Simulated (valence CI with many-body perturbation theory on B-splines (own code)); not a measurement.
Forbidden lines of I XXXI

Computed by valence CI with perturbative core correlation (CI+MBPT): five valence electrons over a frozen Dirac-Fock core [Ar], a basis of 7 s, 7 p, 8 d, 6 f, 4 g, 1 h functions for each j, with the one-electron correlation potential Σ1, the two-electron term Σ2, the three-electron term Σ3, Breit, model QED; selected CI, second order for the rest, scaled by the run's own slope (own B-spline code, finite nucleus).

No measured spectrum was set against this ion. As an estimate, large intervals hold to a few tenths of a per cent, small ones and those within an open d or f shell to about a per cent. Only levels of the ground parity were solved; by the run's estimate the other parity begins above the list, which can be wrong where configurations are misplaced.

Lines 1 to 50 of 120 in falling wavelength, among levels below 632480 cm⁻¹, chosen from the decays that carry over 1 % of a level's rate. Wavelengths and rates use the calculated energies. Electric multipoles are in the length gauge, E1 and E2 with the static RPA response of the core. S is in atomic units (e²a₀⁴ for E2 and M2, e²a₀⁶ for E3), for M1 in squared Bohr magnetons. Weak lines are less certain than strong ones. Lines between different terms over intervals too small for the method are left out, as are lines whose strength nearly cancels.

Levels are named by their leading jj configuration (3d3/2^4 stands for four electrons in 3d with j = 3/2), which in mixed levels can hold well under half, so a name can repeat and another be missing. Letters in brackets count levels of one name in rising energy.

```
λ vac (nm)                        Upper                        Lower  Type   A (s⁻¹)  S (a.u.)
      1298     (3d3/2^3 3d5/2^2) J=11/2  (3d3/2^3 3d5/2^2) J=7/2 [a]    E2  3.83e-08  1.51e-04
     653.0      (3d3/2^3 3d5/2^2) J=9/2     (3d3/2^3 3d5/2^2) J=11/2    M1  6.60e+01  6.81e+00
     434.4      (3d3/2^3 3d5/2^2) J=9/2  (3d3/2^3 3d5/2^2) J=7/2 [a]    M1  2.44e+02  7.41e+00
     408.4     (3d3/2^2 3d5/2^3) J=13/2     (3d3/2^2 3d5/2^3) J=11/2    M1  1.12e+02  3.96e+00
     328.8      (3d3/2^3 3d5/2^2) J=1/2  (3d3/2^3 3d5/2^2) J=3/2 [a]    M1  1.11e+03  2.93e+00
     322.8  (3d3/2^3 3d5/2^2) J=3/2 [b]  (3d3/2^2 3d5/2^3) J=5/2 [a]    M1  1.90e+02  9.47e-01
     258.2  (3d3/2^2 3d5/2^3) J=7/2 [b]  (3d3/2^2 3d5/2^3) J=5/2 [b]    M1  2.90e+02  1.48e+00
     248.5  (3d3/2^3 3d5/2^2) J=7/2 [b]      (3d3/2^3 3d5/2^2) J=5/2    M1  9.78e+02  4.45e+00
     237.8  (3d3/2^3 3d5/2^2) J=7/2 [b]      (3d3/2^3 3d5/2^2) J=9/2    M1  7.93e+01  3.16e-01
     204.6  (3d3/2^2 3d5/2^3) J=3/2 [a]  (3d3/2^2 3d5/2^3) J=5/2 [a]    M1  1.56e+03  1.99e+00
     200.9  (3d3/2^2 3d5/2^3) J=9/2 [a]  (3d3/2^3 3d5/2^2) J=7/2 [b]    M1  1.23e+03  3.70e+00
     198.0  (3d3/2^2 3d5/2^3) J=9/2 [b]  (3d3/2^2 3d5/2^3) J=9/2 [a]    M1  8.21e+02  2.36e+00
     186.8  (3d3/2^3 3d5/2^2) J=7/2 [a]    (3d3/2^4 3d5/2) J=5/2 [b]    M1  2.62e+03  5.07e+00
     171.9  (3d3/2^3 3d5/2^2) J=3/2 [a]    (3d3/2^4 3d5/2) J=5/2 [b]    M1  1.43e+03  1.08e+00
     159.6    (3d3/2 3d5/2^4) J=7/2 [a]  (3d3/2^2 3d5/2^3) J=5/2 [c]    M1  1.63e+03  1.96e+00
     159.4  (3d3/2^2 3d5/2^3) J=7/2 [b]  (3d3/2^2 3d5/2^3) J=9/2 [a]    M1  3.21e+02  3.86e-01
     153.7  (3d3/2^3 3d5/2^2) J=7/2 [b]  (3d3/2^3 3d5/2^2) J=7/2 [a]    M1  2.08e+03  2.24e+00
     153.1  (3d3/2^2 3d5/2^3) J=9/2 [c]  (3d3/2^2 3d5/2^3) J=7/2 [b]    M1  1.02e+03  1.36e+00
     142.4  (3d3/2^3 3d5/2^2) J=3/2 [b]      (3d3/2^3 3d5/2^2) J=1/2    M1  4.61e+02  1.97e-01
     139.9  (3d3/2^2 3d5/2^3) J=7/2 [c]  (3d3/2^2 3d5/2^3) J=5/2 [b]    M1  3.92e+02  3.18e-01
     139.9  (3d3/2^2 3d5/2^3) J=7/2 [a]      (3d3/2^3 3d5/2^2) J=5/2    M1  2.32e+03  1.88e+00
     136.4  (3d3/2^2 3d5/2^3) J=7/2 [a]      (3d3/2^3 3d5/2^2) J=9/2    M1  5.49e+03  4.13e+00
     135.6  (3d3/2^2 3d5/2^3) J=5/2 [b]  (3d3/2^3 3d5/2^2) J=7/2 [b]    M1  1.98e+03  1.10e+00
     134.5  (3d3/2^2 3d5/2^3) J=5/2 [a]  (3d3/2^3 3d5/2^2) J=7/2 [a]    M1  4.64e+03  2.51e+00
     133.2  (3d3/2^2 3d5/2^3) J=5/2 [c]  (3d3/2^3 3d5/2^2) J=3/2 [b]    M1  3.71e+03  1.95e+00
     130.4     (3d3/2^2 3d5/2^3) J=11/2      (3d3/2^3 3d5/2^2) J=9/2    M1  2.03e+03  2.01e+00
     129.0  (3d3/2^2 3d5/2^3) J=3/2 [b]  (3d3/2^2 3d5/2^3) J=3/2 [a]    M1  3.35e+03  1.07e+00
     129.0  (3d3/2^2 3d5/2^3) J=9/2 [c]  (3d3/2^2 3d5/2^3) J=9/2 [b]    M1  6.14e+03  4.88e+00
     128.6    (3d3/2 3d5/2^4) J=7/2 [a]  (3d3/2^2 3d5/2^3) J=9/2 [b]    M1  3.03e+03  1.92e+00
     127.7  (3d3/2^2 3d5/2^3) J=1/2 [a]      (3d3/2^3 3d5/2^2) J=1/2    M1  1.19e+04  1.83e+00
     127.6      (3d3/2^3 3d5/2^2) J=5/2    (3d3/2^4 3d5/2) J=5/2 [b]    M1  1.39e+04  6.41e+00
     124.2  (3d3/2^3 3d5/2^2) J=3/2 [b]      (3d3/2^3 3d5/2^2) J=5/2    M1  1.62e+03  4.59e-01
     123.1  (3d3/2^2 3d5/2^3) J=7/2 [b]  (3d3/2^2 3d5/2^3) J=7/2 [a]    M1  2.63e+03  1.46e+00
     121.0    (3d3/2 3d5/2^4) J=5/2 [a]  (3d3/2^2 3d5/2^3) J=3/2 [a]    M1  5.49e+03  2.16e+00
     118.9  (3d3/2^2 3d5/2^3) J=5/2 [c]  (3d3/2^2 3d5/2^3) J=7/2 [a]    M1  6.20e+03  2.32e+00
     114.7       (3d3/2 3d5/2^4) J=11/2  (3d3/2^2 3d5/2^3) J=9/2 [b]    M1  2.78e+03  1.87e+00
     114.5  (3d3/2^2 3d5/2^3) J=3/2 [b]  (3d3/2^2 3d5/2^3) J=1/2 [a]    M1  3.24e+02  7.21e-02
     113.4  (3d3/2^2 3d5/2^3) J=3/2 [a]      (3d3/2^3 3d5/2^2) J=1/2    M1  1.58e+03  3.42e-01
     112.1    (3d3/2^4 3d5/2) J=5/2 [b]    (3d3/2^4 3d5/2) J=5/2 [a]    M1  1.56e+04  4.88e+00
     108.7     (3d3/2^2 3d5/2^3) J=11/2     (3d3/2^3 3d5/2^2) J=11/2    M1  1.18e+04  6.72e+00
     104.8  (3d3/2^2 3d5/2^3) J=7/2 [c]  (3d3/2^2 3d5/2^3) J=9/2 [a]    M1  5.88e+02  2.01e-01
     103.8  (3d3/2^2 3d5/2^3) J=7/2 [a]  (3d3/2^3 3d5/2^2) J=7/2 [a]    M1  4.17e+03  1.39e+00
     103.5  (3d3/2^2 3d5/2^3) J=1/2 [b]  (3d3/2^2 3d5/2^3) J=3/2 [a]    M1  3.35e+03  2.76e-01
     101.6  (3d3/2^2 3d5/2^3) J=3/2 [a]      (3d3/2^3 3d5/2^2) J=5/2    M1  2.06e+03  3.21e-01
     99.74  (3d3/2^2 3d5/2^3) J=9/2 [b]  (3d3/2^3 3d5/2^2) J=7/2 [b]    M1  2.57e+03  9.44e-01
     99.34  (3d3/2^3 3d5/2^2) J=3/2 [b]  (3d3/2^3 3d5/2^2) J=3/2 [a]    M1  8.07e+02  1.17e-01
     95.94    (3d3/2 3d5/2^4) J=7/2 [a]  (3d3/2^2 3d5/2^3) J=5/2 [b]    M1  8.67e+03  2.27e+00
     94.29  (3d3/2^2 3d5/2^3) J=5/2 [c]  (3d3/2^2 3d5/2^3) J=5/2 [a]    M1  6.94e+03  1.29e+00
     93.34  (3d3/2^2 3d5/2^3) J=9/2 [a]     (3d3/2^3 3d5/2^2) J=11/2    M1  4.98e+03  1.50e+00
     91.95  (3d3/2^2 3d5/2^3) J=1/2 [a]  (3d3/2^3 3d5/2^2) J=3/2 [a]    M1  1.22e+04  7.04e-01
```
